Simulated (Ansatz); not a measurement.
Consider the hydrogenolysis of the Si–Cl bond: `FB1OC[SiH]1Cl` + H₂ → `FB1OC[SiH2]1` + HCl.

Isolated molecules relaxed with PBE0-D4/def2-TZVP in Ansatz; ΔE leaves out vibrations. CCSD(T)/CBS adds triple-zeta CCSD(T) − MP2 to the extrapolated MP2 energy (def2 sets, frozen cores). This one scheme is used for every species. DFT in def2-TZVPP. B3LYP here is the variant with VWN-RPA as its local correlation; programs differ in this.

`FB1OC[SiH]1Cl`:

Z-matrix (Å, degrees):
```
C
Si 1 1.908
O 1 1.465 2 93.0
H 1 1.090 2 116.7 3 -113.2
H 1 1.091 2 117.7 3 113.3
Cl 2 2.053 1 115.4 3 117.5
B 2 2.014 1 69.8 3 2.0
H 2 1.484 1 116.1 3 -115.5
F 7 1.312 2 145.9 1 178.8
```

H₂:

```xyz
2

H    -0.264    0.104   -0.242
H     0.264   -0.104    0.242
```

`FB1OC[SiH2]1`:

Cartesian coordinates in Å:
```
F 2.072 -1.249 1.213
B 1.064 -0.678 0.592
O 0.489 -1.238 -0.507
C -0.573 -0.297 -0.874
Si -0.181 0.907 0.565
H -0.391 0.062 -1.888
H -1.531 -0.817 -0.842
H -1.252 1.057 1.584
H 0.303 2.253 0.158
```

HCl:

Z-matrix (Å, degrees):
```
Cl
H 1 1.279
```

| level | ΔE (kJ/mol) |
| --- | --- |
| B3LYP-D4 | 75.5 |
| ωB97X-V | 73.3 |
| ωB97M-V | 75.6 |
| B3LYP | 67.8 |
| HF/def2-TZVPP | 62.6 |
| MP2/def2-TZVPP | 79.6 |
| CCSD/def2-TZVPP | 66.0 |
| CCSD/CBS(def2) | 71.3 |

What does CCSD(T)/CBS give? (Best estimate.)

Ansatz gave: +74.7 kJ/mol. The listed levels differ from it by 0.8, -1.4, 0.9, -6.9, -12.1, 4.9, -8.7, -3.4 kJ/mol.

Largest T1 diagnostic among the species: 0.015.

The D4 term adds +7.6 kJ/mol with B3LYP and +4.2 kJ/mol with PBE0; it sums over pairs of atoms, weighted by their polarisabilities, and B3LYP, whose exchange is more repulsive, gets the larger term. In def2-TZVPP, CCSD(T) changes the Hartree–Fock value by +6.8 kJ/mol (the triples alone add +3.5 kJ/mol) and MP2 by +17.0 kJ/mol.
